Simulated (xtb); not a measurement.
xtb input (GFN2-xTB):

```bash
xtb mol.xyz --gfn 2 --sp --chrg -1 --uhf 0
```
mol.xyz:
```
15

C     -2.44523806     0.10320825    -0.67082028
C     -1.12325232    -0.56980455    -0.45571480
C     -0.10150669     0.03887169     0.24277793
O     -0.11031783     1.19620849     0.77793753
C      1.20827651    -0.75498392     0.40095085
C      2.40614935     0.02567517    -0.14111310
H     -2.40932854     1.08676436    -0.19451301
H     -2.69653855     0.26010534    -1.73317839
H     -3.29869771    -0.44381870    -0.23585121
H     -0.97168547    -1.56662098    -0.85822942
H      1.36196407    -0.93170027     1.47366947
H      1.13505101    -1.73234558    -0.08803406
H      3.36145472    -0.46492485     0.08000445
H      2.40642061     1.02262089     0.30277468
H      2.32732994     0.14245219    -1.22662646
```

Output:

```
           -------------------------------------------------
          |                Calculation Setup                |
           -------------------------------------------------

           -------------------------------------------------
          |                 G F N 2 - x T B                 |
           -------------------------------------------------

        Reference                      10.1021/acs.jctc.8b01176
      * Hamiltonian:
        H0-scaling (s, p, d)           1.850000    2.230000    2.230000
        zeta-weighting                 0.500000
      * Dispersion:
        s8                             2.700000
        a1                             0.520000
        a2                             5.000000
        s9                             5.000000
      * Repulsion:
        kExp                           1.500000    1.000000
        rExp                           1.000000
      * Coulomb:
        alpha                          2.000000
        third order                    shell-resolved
        anisotropic                    true
        a3                             3.000000
        a5                             4.000000
        cn-shift                       1.200000
        cn-exp                         4.000000
        max-rad                        5.000000

          ...................................................
          :                      SETUP                      :
          :.................................................:
          :  # basis functions                  33          :
          :  # atomic orbitals                  33          :
          :  # shells                           21          :
          :  # electrons                        36          :
          :  max. iterations                   250          :
          :  Hamiltonian                  GFN2-xTB          :
          :  restarted?                      false          :
          :  GBSA solvation                  false          :
          :  PC potential                    false          :
          :  electronic temp.          300.0000000     K    :
          :  accuracy                    1.0000000          :
          :  -> integral cutoff          0.2500000E+02      :
          :  -> integral neglect         0.1000000E-07      :
          :  -> SCF convergence          0.1000000E-05 Eh   :
          :  -> wf. convergence          0.1000000E-03 e    :
          :  Broyden damping             0.4000000          :
          :  net charge                         -1          :
          :  unpaired electrons                  0          :
          ...................................................

 iter      E             dE          RMSdq      gap      omega  full diag
   1    -19.6781628 -0.196782E+02  0.392E+00    4.92       0.0  T
   2    -19.7659440 -0.877812E-01  0.159E+00    4.39       1.0  T
   3    -19.7664503 -0.506302E-03  0.890E-01    4.52       1.0  T
   4    -19.7652312  0.121908E-02  0.508E-01    4.33       1.0  T
   5    -19.7677757 -0.254453E-02  0.102E-01    4.41       1.0  T
   6    -19.7677750  0.706969E-06  0.406E-02    4.42       1.0  T
   7    -19.7677852 -0.101871E-04  0.110E-02    4.42       2.3  T
   8    -19.7677855 -0.300073E-06  0.437E-03    4.42       5.9  T
   9    -19.7677856 -0.693201E-07  0.195E-03    4.42      13.2  T
  10    -19.7677856 -0.300609E-08  0.441E-04    4.42      58.5  T
  11    -19.7677856 -0.174404E-08  0.129E-04    4.42     199.7  T

   *** convergence criteria satisfied after 11 iterations ***

         #    Occupation            Energy/Eh            Energy/eV
      -------------------------------------------------------------
         1        2.0000           -0.4451475             -12.1131
       ...           ...                  ...                  ...
        12        2.0000           -0.2817678              -7.6673
        13        2.0000           -0.2587639              -7.0413
        14        2.0000           -0.2440558              -6.6411
        15        2.0000           -0.2265524              -6.1648
        16        2.0000           -0.2229806              -6.0676
        17        2.0000           -0.1309444              -3.5632
        18        2.0000           -0.1045698              -2.8455 (HOMO)
        19                          0.0578976               1.5755 (LUMO)
        20                          0.2626937               7.1483
        21                          0.3044631               8.2849
        22                          0.3051710               8.3041
        23                          0.3126933               8.5088
       ...                                ...                  ...
        33                          0.8113733              22.0786
      -------------------------------------------------------------
                  HL-Gap            0.1624675 Eh            4.4210 eV
             Fermi-level           -0.0233361 Eh           -0.6350 eV

 SCC (total)                   0 d,  0 h,  0 min,  0.006 sec
 SCC setup                      ...        0 min,  0.000 sec (  1.292%)
 Dispersion                     ...        0 min,  0.000 sec (  1.280%)
 classical contributions        ...        0 min,  0.000 sec (  0.350%)
 integral evaluation            ...        0 min,  0.001 sec ( 13.609%)
 iterations                     ...        0 min,  0.003 sec ( 51.255%)
 molecular gradient             ...        0 min,  0.002 sec ( 30.489%)
 printout                       ...        0 min,  0.000 sec (  1.492%)

         :::::::::::::::::::::::::::::::::::::::::::::::::::::
         ::                     SUMMARY                     ::
         :::::::::::::::::::::::::::::::::::::::::::::::::::::
         :: total energy             -19.521833563633 Eh    ::
         :: gradient norm              0.026182107145 Eh/a0 ::
         :: HOMO-LUMO gap              4.420964733551 eV    ::
         ::.................................................::
         :: SCC energy               -19.767779501576 Eh    ::
         :: -> isotropic ES            0.167800974592 Eh    ::
         :: -> anisotropic ES          0.017469377580 Eh    ::
         :: -> anisotropic XC          0.005662776184 Eh    ::
         :: -> dispersion             -0.009418298962 Eh    ::
         :: repulsion energy           0.245945937943 Eh    ::
         :: add. restraining           0.000000000000 Eh    ::
         :: total charge              -1.000000000000 e     ::
         :::::::::::::::::::::::::::::::::::::::::::::::::::::

           -------------------------------------------------
          |                Property Printout                |
           -------------------------------------------------

    * Orbital Energies and Occupations

         #    Occupation            Energy/Eh            Energy/eV
      -------------------------------------------------------------
         1        2.0000           -0.4451475             -12.1131
       ...           ...                  ...                  ...
         6        2.0000           -0.3400973              -9.2545
         7        2.0000           -0.3358564              -9.1391
         8        2.0000           -0.3141117              -8.5474
         9        2.0000           -0.3037065              -8.2643
        10        2.0000           -0.2992890              -8.1441
        11        2.0000           -0.2931529              -7.9771
        12        2.0000           -0.2817678              -7.6673
        13        2.0000           -0.2587639              -7.0413
        14        2.0000           -0.2440558              -6.6411
        15        2.0000           -0.2265524              -6.1648
        16        2.0000           -0.2229806              -6.0676
        17        2.0000           -0.1309444              -3.5632
        18        2.0000           -0.1045698              -2.8455 (HOMO)
        19                          0.0578976               1.5755 (LUMO)
        20                          0.2626937               7.1483
        21                          0.3044631               8.2849
        22                          0.3051710               8.3041
        23                          0.3126933               8.5088
        24                          0.3340791               9.0908
        25                          0.3482940               9.4776
        26                          0.3581670               9.7462
        27                          0.3730367              10.1508
        28                          0.3922241              10.6730
        29                          0.4072415              11.0816
       ...                                ...                  ...
        33                          0.8113733              22.0786
      -------------------------------------------------------------
                  HL-Gap            0.1624675 Eh            4.4210 eV
             Fermi-level           -0.0233361 Eh           -0.6350 eV

     #   Z          covCN         q      C6AA      α(0)
     1   6 C        3.750    -0.056    21.647     6.636
     2   6 C        2.888    -0.181    32.738     9.381
     3   6 C        2.814     0.155    24.641     8.133
     4   8 O        0.857    -0.648    27.321     7.008
     5   6 C        3.801    -0.057    21.600     6.617
     6   6 C        3.749    -0.074    21.979     6.686
     7   1 H        0.924     0.018     2.758     2.597
     8   1 H        0.923    -0.037     3.794     3.046
     9   1 H        0.923    -0.038     3.811     3.053
    10   1 H        0.925    -0.074     4.725     3.399
    11   1 H        0.923    -0.008     3.199     2.797
    12   1 H        0.924    -0.023     3.498     2.925
    13   1 H        0.924    -0.018     3.391     2.880
    14   1 H        0.924     0.037     2.483     2.464
    15   1 H        0.924     0.004     2.992     2.705

 Mol. C6AA /au·bohr⁶  :       2146.364977
 Mol. C8AA /au·bohr⁸  :      45447.346958
 Mol. α(0) /au        :         70.326873

Wiberg/Mayer (AO) data.
largest (>0.10) Wiberg bond orders for each atom

 ---------------------------------------------------------------------------
     #   Z sym  total        # sym  WBO       # sym  WBO       # sym  WBO
 ---------------------------------------------------------------------------
     1   6 C    3.986 --     2 C    1.025     7 H    0.986     8 H    0.977
                             9 H    0.977
     2   6 C    3.841 --     3 C    1.573     1 C    1.025    10 H    0.968
                             4 O    0.237
     3   6 C    3.967 --     2 C    1.573     4 O    1.412     5 C    0.938
     4   8 O    1.744 --     3 C    1.412     2 C    0.237
     5   6 C    3.976 --     6 C    1.013    12 H    0.979    11 H    0.975
                             3 C    0.938
     6   6 C    3.996 --     5 C    1.013    15 H    0.990    13 H    0.987
                            14 H    0.986
     7   1 H    1.000 --     1 C    0.986
     8   1 H    0.998 --     1 C    0.977
     9   1 H    0.998 --     1 C    0.977
    10   1 H    0.995 --     2 C    0.968
    11   1 H    1.000 --     5 C    0.975
    12   1 H    0.999 --     5 C    0.979
    13   1 H    0.999 --     6 C    0.987
    14   1 H    0.999 --     6 C    0.986
    15   1 H    1.000 --     6 C    0.990
 ---------------------------------------------------------------------------

Topologies differ in total number of bonds
Writing topology from bond orders to xtbtopo.mol

molecular dipole:
                 x           y           z       tot (Debye)
 q only:        0.764      -0.741      -0.434
   full:        0.803      -1.013      -0.570       3.591
molecular quadrupole (traceless):
                xx          xy          yy          xz          yz          zz
 q only:       -2.889       0.098      -0.155      -2.113      -3.740       3.045
Note: The following floating-point exceptions are signalling: IEEE_UNDERFLOW_FLAG IEEE_DENORMAL
normal termination of xtb
  q+dip:       -1.365      -0.140      -1.198      -0.935      -3.784       2.562
   full:       -1.419      -0.192      -1.222      -1.370      -4.151       2.641

           -------------------------------------------------
          | TOTAL ENERGY              -19.521833563633 Eh   |
          | GRADIENT NORM               0.026182107145 Eh/α |
          | HOMO-LUMO GAP               4.420964733551 eV   |
           -------------------------------------------------

------------------------------------------------------------------------
------------------------------------------------------------------------
 total:
 SCF:
```

It need not be the lowest isomer of its formula. Whether it binds its extra electron was not tested at this geometry.
